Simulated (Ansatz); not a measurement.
`O[SiH2][SiH](F)Cl` → `O[SiH2]F` + `[SiH]Cl`  (silylene formation by 1,1-elimination)

Gas-phase electronic energies from Ansatz, PBE0-D4/def2-TZVP geometries. CCSD(T)/CBS is the MP2 limit (def2-TZVPP, def2-QZVPP) plus CCSD(T) − MP2 in def2-TZVPP, frozen cores. This one scheme is used for every species. DFT in def2-TZVPP. One conformer a species, not always the lowest.

`O[SiH2][SiH](F)Cl`:

Cartesian coordinates in Å:
```
O -0.479 1.899 0.535
Si -0.042 0.877 -0.683
Si 0.477 -1.216 0.253
F 0.416 -2.377 -0.842
Cl -1.002 -1.572 1.644
H -1.137 1.581 1.157
H -1.131 0.668 -1.677
H 1.129 1.494 -1.350
H 1.770 -1.355 0.963
```

`O[SiH2]F`:

Cartesian coordinates in Å:
```
O 1.097 0.522 0.380
Si -0.263 -0.088 -0.280
F -1.561 0.547 0.398
H 1.339 0.263 1.270
H -0.246 0.305 -1.701
H -0.366 -1.550 -0.067
```

`[SiH]Cl`:

```xyz
3

Si   -0.588    0.450    0.366
Cl    0.602   -1.230    0.647
H    -0.014    0.780   -1.013
```

```tsv
level	ΔE (kJ/mol)
PBE0	175.2
CCSD/def2-TZVPP	154.6
CCSD(T)/def2-TZVPP	157.9
CCSD/CBS(def2)	162.1
```

Question: What does CCSD(T)/CBS give? (Best estimate.)

Answer: The calculation gave: +165.4 kJ/mol. The listed levels differ from it by 9.8, -10.8, -7.5, -3.3 kJ/mol.

Largest T1 diagnostic among the species: 0.013.

From PBE to PBE0 (25 % exact exchange), in def2-TZVPP and without D4, ΔE moves by +8.1 kJ/mol. The D4 term adds +16.4 kJ/mol with B3LYP and +9.1 kJ/mol with PBE0; it sums over pairs of atoms, weighted by their polarisabilities, and B3LYP, whose exchange is more repulsive, gets the larger term.

B3LYP here is the variant with VWN-RPA as its local correlation; programs differ in this.
